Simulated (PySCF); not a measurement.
CH3ClGe, SMILES [CH3][Ge][Cl] (connectivity only; charge and spin as stated), neutral, multiplicity 1. The structure is a stationary point at PBE-D3(BJ)/def2-TZVP.

These are PBE-D3(BJ)/def2-TZVP (PySCF) values and carry that method's errors.

Harmonic wavenumbers (cm⁻¹): 80, 186, 370, 529, 553, 716, 1170, 1380, 1384, 2957, 3041, 3061. Rotational constants (GHz): 10.03, 3.593, 2.690; symmetry number 1.

Problem. Work out the zero-point energy and the ideal-gas rigid-rotor harmonic-oscillator thermochemistry at 298.15 K and 1 atm.

Solution. ZPE = ½ Σ hcν = ½ × 15427 cm⁻¹ = 92.27 kJ/mol. H − E(el) = 108.04 kJ/mol. Entropy in J/(mol K): translation 168.77, rotation 107.14, vibration 36.57, total 312.48. G − E(el) = 14.88 kJ/mol. Cp = 70.60 J/(mol K). Modes under 150 cm⁻¹ make the vibrational entropy uncertain.
